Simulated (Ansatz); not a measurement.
Reaction (redistribution): `N[SiH]([SiH3])O[SiH3]` + `BB[SiH2]F` → `F[SiH2]B[SiH3]` + `BO[SiH](N)[SiH3]`

Program: Ansatz. Geometries: PBE0-D4/def2-TZVP. ΔE: electronic, gas phase. CCSD(T)/CBS adds triple-zeta CCSD(T) − MP2 to the extrapolated MP2 energy (def2 sets, frozen cores). Functionals use def2-TZVPP. B3LYP here is the variant with VWN-RPA as its local correlation; programs differ in this. One conformer a species, not always the lowest.

| level | ΔE (kJ/mol) | difference from CCSD(T)/CBS |
| --- | --- | --- |
| PBE-D4 | -16.4 | -4.2 |
| r2SCAN-D4 | -6.1 | 6.1 |
| PBE0-D4 | -14.0 | -1.8 |
| B3LYP-D4 | -7.0 | 5.2 |
| ωB97X-V | -10.8 | 1.4 |
| ωB97M-V | -10.3 | 1.9 |
| B2PLYP | -9.1 | 3.1 |
| PBE | -16.9 | -4.7 |
| r2SCAN | -6.4 | 5.8 |
| PBE0 | -14.6 | -2.4 |
| B3LYP | -7.7 | 4.5 |
| HF/def2-TZVPP | -0.3 | 11.9 |
| MP2/def2-TZVPP | -11.6 | 0.6 |
| SCS-MP2/def2-TZVPP | -10.4 | 1.8 |
| CCSD/def2-TZVPP | -12.5 | -0.3 |
| CCSD(T)/def2-TZVPP | -15.6 | -3.4 |
| HF/def2-QZVPP | 1.2 | 13.4 |
| MP2/def2-QZVPP | -9.2 | 3.0 |
| SCS-MP2/def2-QZVPP | -8.1 | 4.1 |
| HF/CBS(def2) | 1.5 | 13.7 |
| MP2/CBS(def2) | -8.3 | 3.9 |
| CCSD/CBS(def2) | -9.2 | 3.0 |
| CCSD(T)/CBS | -12.2 | 0 |

Largest T1 diagnostic among the species: 0.014.

In def2-TZVPP, CCSD(T) changes the Hartree–Fock value by −15.2 kJ/mol (the triples alone add −3.0 kJ/mol) and MP2 by −11.3 kJ/mol.
